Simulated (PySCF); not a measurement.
C2H4F2Si2, SMILES F[SiH](F)C#C[SiH3]. Atoms are numbered in the order given.

```xyz
10

Si     3.1795     0.0726     0.6034
C      1.3511     0.0140     0.3636
C      0.1269    -0.0239     0.1948
Si    -1.6842    -0.0893     0.0041
F     -2.2009     1.3113    -0.6386
F     -2.0650    -1.2716    -1.0442
H      3.8383     0.3309    -0.7200
H      3.6407    -1.2435     1.1583
H      3.5098     1.1765     1.5653
H     -2.3980    -0.3282     1.2861
```

Geometry: PBE-D3(BJ)/def2-SVP. This is a generated structure with no PubChem entry under its InChIKey; it may be hypothetical.

Method: PySCF with B3LYP/pcSseg-1.

GIAO shieldings, no solvent; atoms alike by connectivity are averaged. δ = σ(ref) − σ: ²⁹Si against TMS (σ = 338.7 ppm); ¹³C against TMS (σ = 181.3 ppm); ¹⁹F against CFCl3 (σ = 161.7 ppm); ¹H against TMS (σ = 31.68 ppm), references at their B3LYP-D3(BJ)/def2-TZVP geometries, non-relativistic.

Computed chemical shifts:
| nucleus | atoms | count | δ (ppm) |
|---|---|---|---|
| ²⁹Si | Si4 | 1 | -52.1 |
| ²⁹Si | Si1 | 1 | -95.7 |
| ¹³C | C3 | 1 | 116.8 |
| ¹³C | C2 | 1 | 115.1 |
| ¹⁹F | F5, F6 | 2 | -154.2 |
| ¹H | H10 | 1 | 5.13 |
| ¹H | H7, H8, H9 | 3 | 4.59 |
